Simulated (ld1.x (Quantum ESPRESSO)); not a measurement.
# Before and after: RRKJ potential for zinc

Zn, norm-conserving RRKJ (Kleinman–Bylander form), made with ld1.x (Quantum ESPRESSO) 7.5 (LDA (PZ), scalar-relativistic). Core [Ne], reference 3s2 3p6 3d10 4s0 4p0 (charge +2). Waves: 3p (bound): rc 1.10 bohr; 3d (bound): rc 1.20 bohr; 3s (bound): rc 1.05 bohr. Local part: the s channel. Core correction: none. rho0 = 0.01.

All-electron outer shells of the reference configuration (LDA (PZ), scalar-relativistic, ld1.x):

| shell | level (eV) | outermost node (bohr) | outermost maximum (bohr) |
| --- | --- | --- | --- |
| 2p | -1024.11 | – | 0.15 |
| 3s | -149.60 | 0.28 | 0.59 |
| 3p | -104.26 | 0.25 | 0.59 |
| 3d | -31.22 | – | 0.56 |
| 4s | -23.24 | 0.84 | 1.89 |
| 4p | -15.70 | 0.91 | 2.25 |

Change: local potential the d channel.

Cutoffs: the cutoffs (Ry, on a coarse ladder) from which the occupation-weighted sum of valence levels, in a spherical-Bessel basis at the reference potential, stays within 10 and 1 mRy of its value at 400 Ry; they do not see the model core or the augmentation charge, which bear on the density cutoff. Errors are all-electron minus pseudo energies relative to the spin-unpolarised reference configuration.

Question: Predict the effect on cutoff, ghosts and configuration errors.

Answer: Of the 9 tests that both files solve, the error grows in 2 and shrinks in 7 by more than 15 % and 0.3 meV (median size 1012.0 → 524.5 meV); the range in which the s phases agree widens (upper end -2.9 → -1.4); the range in which the d phases agree narrows (upper end 4.6 → 2.4); neither file shows a bound ghost.

| quantity | base | changed |
| --- | --- | --- |
| cutoff, loose | 160 Ry | 180 Ry |
| cutoff, tight | 200 Ry | over 300 Ry |
| loose cutoff by channel (10 mRy a level) | p 80 Ry, d 120 Ry, s 80 Ry | s 140 Ry, p 80 Ry, d 160 Ry |
| bound ghosts | none | none |
| error for 3s2 3p6 3d10 4s2 4p0, meV [ΔE -28.96 eV] | +1591 | -823 |
| error for 3s2 3p6 3d10 4s1 4p0, meV [ΔE -18.77 eV] | +1017 | -526 |
| error for 3s2 3p6 3d9 4s0 4p0, meV [ΔE 40.89 eV] | +26 | -42 |
| error for 3s2 3p5 3d10 4s2 4p0, meV [ΔE 62.96 eV] | +2557 | -1432 |
| error for 3s2 3p6 3d10 4s1.5 4p0, meV [ΔE -24.88 eV] | +1353 | -700 |
| error for 3s2 3p6 3d10 4s0 4p2, meV [ΔE -18.20 eV] | +234 | -280 |
| error for 3s2 3p6 3d8 4s0 4p0, meV [ΔE 103.04 eV] | +208 | -147 |
| error for 3s2 3p6 3d10 4s1 4p0 (spin-polarised), meV [ΔE -19.02 eV] | +1012 | -525 |
| error for 3s2 3p6 3d9 4s0 4p0 (spin-polarised), meV [ΔE 40.62 eV] | +46 | -19 |
| s: phases at 1.31 bohr within 0.05 rad from the reference energy up to (Ry; the scan ends near 5) | -2.9 | -1.4 |
| p: phases at 1.31 bohr within 0.05 rad from the reference energy up to (Ry; the scan ends near 5) | 0.4 | 0.4 |
| d: phases at 1.31 bohr within 0.05 rad from the reference energy up to (Ry; the scan ends near 5) | 4.6 | 2.4 |
